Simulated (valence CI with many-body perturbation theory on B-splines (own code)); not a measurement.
# Tm62+: what the settings do

Calculated by configuration interaction combined with many-body perturbation theory (CI+MBPT): five valence electrons over a frozen Dirac-Fock core [He], a basis of 6 s, 6 p, 5 d, 3 f, 1 g functions for each j, with the one-electron correlation potential Σ1 (screened to all orders), the two-electron term Σ2, the three-electron term Σ3, Breit, model QED; selected single and double excitations, second order for the rest, scaled by the run's own slope (own B-spline code, finite nucleus).

No measured spectrum was set against this ion. As an estimate, large intervals hold to a few tenths of a per cent, small ones and those within an open d or f shell to about a per cent. Among the levels kept, up to 1900 cm⁻¹ of a level comes from second order outside the variational space, and about a tenth of that is noise between levels of different J, which matters for small intervals.

The reference run has the lowest level (2s^2 2p1/2^2 2p3/2) J=3/2 and an ionisation energy of 14300.4 eV. Its largest variational space holds 10000 state functions.

Levels are named by their leading jj configuration (3d3/2^4 stands for four electrons in 3d with j = 3/2), which in mixed levels can hold well under half, so a name can repeat and another be missing. Letters in brackets count levels of one name in rising energy.

Changed runs:
A. natural orbitals for correlation on → off
B. scale of Σ1 1 → 0
C. hole-hole ladder in Σ2 on → off; shift of the energy in Σ1 (hartree) 0 → 24.939
D. correlating orbitals by l 3 3 3 2 1 → 0 0 0 0 0 (bad on purpose)

Excitation energies of the reference run in cm⁻¹, and shifts in cm⁻¹:

```
                       Level  Reference      A      B        C       D
  (2s^2 2p1/2 2p3/2^2) J=3/2    8079640  -2967  -1456      -51   -2920
  (2s^2 2p1/2 2p3/2^2) J=5/2    8263650  -1369  -1458      -51   -1113
  (2s^2 2p1/2 2p3/2^2) J=1/2    8640690   -609  -1467      +47    -892
  (2s 2p1/2^2 2p3/2^2) J=5/2   10585700   -261  +1110     -188     -83
  (2s 2p1/2^2 2p3/2^2) J=1/2   11362800  +3809  +1095      -86   +4954
  (2s 2p1/2^2 2p3/2^2) J=3/2   11373800  +4246  +1105     -188   +6199
        (2s^2 2p3/2^3) J=3/2   16737300  -3055  -2898     -5.0   -3140
(2s 2p1/2 2p3/2^3) J=3/2 [a]   18869400  -2308   -347     -192   -2409
    (2s 2p1/2 2p3/2^3) J=5/2   19188800    +80   -345     -192    +875
    (2s 2p1/2 2p3/2^3) J=1/2   19651300  +1663   -350     -191   +3244
(2s 2p1/2 2p3/2^3) J=3/2 [b]   19724500  +2924   -347     -192   +4823
     (2p1/2^2 2p3/2^3) J=3/2   22490000  +8344  +2175     -115  +12931
      Ionisation energy (eV)    14300.4   -1.2  -0.31  +0.0026    -1.4
```
